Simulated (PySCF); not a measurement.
C2BrCl3, SMILES ClC(Cl)=C(Cl)Br.

Geometry optimised at B3LYP-D3(BJ)/def2-SVP.

Two levels are set side by side: TDDFT-PBE/def2-SVPD (PySCF) and TDDFT-PBE0/def2-SVPD (PySCF). Vertical, same geometry. The lowest singlet is HOMO→LUMO 99 % with PBE and HOMO→LUMO+1 96 % with the other functional; states are paired by order. Differences are taken from unrounded values.

```csv
quantity,TDDFT-PBE0,TDDFT-PBE,TDDFT-PBE minus TDDFT-PBE0
lowest singlet excitation (eV),4.73,4.24,-0.49
lowest triplet excitation (TDA) (eV),3.49,3.50,0.02
first bright state (f over 0.05) (eV),5.73,5.28,-0.45
its oscillator strength,0.34,0.05,-0.29
```

A lower first singlet is the usual sign of a functional without exact exchange. Differences between two approximate levels are no errors against the true value.

Rough cost on one machine, each run with all the roots and properties that it gave: TDDFT-PBE0 against TDDFT-PBE about 5 times.
